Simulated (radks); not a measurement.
Results of a calculation; reference values are marked as such.
The iodine anion I-, [Xe], held by a Watson sphere: a shell of charge +1.38 at radius R that stands for the Madelung well of a crystal (potential energy -1.38/R inside, -1.38/r outside, in hartree with lengths in bohr). Level of theory: scalar-relativistic Kohn-Sham, PBEsol, spin-polarised, spherical densities, finite nucleus; Fermi nuclear charge, rms radius of each element as measured or else 0.836 A^(1/3) + 0.57 fm (a radial shooting solver on a logarithmic mesh with Libxc functionals). Response by self-consistent Sternheimer equations with the Hartree and adiabatic LDA kernel, the relativistic mass of each level held fixed and spin-orbit coupling left out. The sphere does not respond.

R (bohr)	e(4d) (eV)	e(5s) (eV)	e(5p) (eV)	<r> 5p (bohr)	sum of <r^2> (bohr^2)	X-ray form factor at sin(theta)/lambda = 0.1 1/angstrom	alpha (bohr^3)
2.45	-52.746	-21.158	-10.897	2.416	66.37	49.826	30.05
2.83	-52.140	-20.375	-10.333	2.474	68.59	49.730	33.85
3.08	-51.792	-19.896	-9.939	2.507	69.92	49.676	36.58
3.59	-51.113	-19.002	-9.134	2.563	72.24	49.589	42.42
3.65	-51.035	-18.904	-9.041	2.569	72.47	49.581	43.11
3.94	-50.661	-18.450	-8.605	2.593	73.53	49.546	46.44
